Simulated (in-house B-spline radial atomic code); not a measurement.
Results of a calculation; reference values are marked as such.
**Correlation energy from the adiabatic connection: −Z exp(−kr)/r, Z = 1.6, k = 0.195**

Two electrons in a singlet, external potential −Z exp(−kr)/r, Z = 1.6, k = 0.195 (atomic units). Full CI in B-splines (partial waves to l = 8, correlation up to 0.6 % small) with the density held fixed gives W(λ) = <V_ee>_λ − U, and E_c is the integral of W(λ) − W(0) from 0 to 1.

```json
{"λ": "0", "W(λ) − W(0) (hartree)": "0.00000"}
{"λ": "0.02", "W(λ) − W(0) (hartree)": "-0.00200"}
{"λ": "0.05", "W(λ) − W(0) (hartree)": "-0.00495"}
{"λ": "0.12", "W(λ) − W(0) (hartree)": "-0.01162"}
{"λ": "0.25", "W(λ) − W(0) (hartree)": "-0.02327"}
{"λ": "0.4", "W(λ) − W(0) (hartree)": "-0.03565"}
{"λ": "0.6", "W(λ) − W(0) (hartree)": "-0.05059"}
{"λ": "0.8", "W(λ) − W(0) (hartree)": "-0.06397"}
{"λ": "1", "W(λ) − W(0) (hartree)": "-0.07602"}
```

Task: Integrate the table by the trapezoid rule.

Result: The strips give -0.00002, -0.00010, -0.00058, -0.00227, -0.00442, -0.00862, -0.01146, -0.01400, which sum to -0.04147 hartree. The direct value, W(1) − W(0) + T_c with T_c = 0.03445, is -0.04157; the curve is convex, so chords lie above it and the trapezoids fall short in size by 0.24 %.

Task: Now use only three numbers: W(0) = -0.75072, the initial slope W'(0) = -0.1005 (extrapolated from the first points) and the strong-coupling limit of the point-charge-plus-continuum model, W∞ = -1.0769. What do second-order theory and the interpolation W(λ) = W∞ + (W(0) − W∞)/√(1 + 2χλ) of Seidl, Perdew and Levy give?

Result: Second order keeps the slope alone: E_c = W'(0)/2 = -0.05025, +21 % in size against -0.04157. Matching the slope fixes χ = W'(0)/(W∞ − W(0)) = -0.1005/(-0.32618) = 0.30811. Integrating, with s = √(1 + 2χ) = 1.271308, E_c = −(W(0) − W∞)(s − 1)/(s + 1) = −0.32618 × 0.271308/2.271308 = -0.03896 hartree, -6.3 % in size against the full result. At λ = 1 the formula gives W − W(0) = -0.06961 against -0.07602. Part of the miss can come from the model's W∞.
